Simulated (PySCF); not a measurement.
N²⁺: ionisation energy

N²⁺ [He] 2s2 2p1 (2P) → N³⁺ [He] 2s2 (1S), as a difference of total energies. Computed with PySCF 2.14 in x2c-TZVPPall, with the spin-free X2C one-electron Hamiltonian (Gaussian nucleus). Correlated levels: valence: 1s2 frozen; valence and next inner shell: nothing frozen. The calculations carry no spin-orbit coupling.

```
                                method  ionisation energy (eV)  plus first-order spin-orbit estimate  difference from reference of that sum (eV)
                                   UHF                  47.293                                47.307                                      -0.138
                                   LDA                  47.856                                47.871                                      +0.426
                                   PBE                  48.018                                48.033                                      +0.588
                                  PBE0                  48.001                                48.015                                      +0.570
                                r2SCAN                  48.216                                48.231                                      +0.786
                                  TPSS                  48.219                                48.233                                      +0.788
                                 M06-L                  48.111                                48.125                                      +0.680
                               r2SCANh                  48.200                                48.215                                      +0.770
                             BHandHLYP                  48.131                                48.146                                      +0.701
                         MP2 (valence)                  47.461                                47.476                                      +0.031
                     SCS-MP2 (valence)                  47.414                                47.428                                      -0.017
    MP2 (valence and next inner shell)                  47.478                                47.493                                      +0.048
SCS-MP2 (valence and next inner shell)                  47.424                                47.439                                      -0.006
```

Reference: 47.445 eV (semi-empirical (NIST evaluation); NIST Atomic Spectra Database, ionization energies).

A first-order spin-orbit estimate (lowest level to lowest level, LS coupling) adds 0.015 eV.

Errors of the correlated levels include the incompleteness of this basis and the frozen core.
